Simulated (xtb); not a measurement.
A geometry relaxed with GFN2-xTB in xtb 6.7.1, charge 0, multiplicity 2:

```xyz
2

H     -0.7225     0.0000     0.0000
Se     0.7225     0.0000     0.0000
```

Problem. Write the SMILES of this molecule.

Solution. `[SeH]`
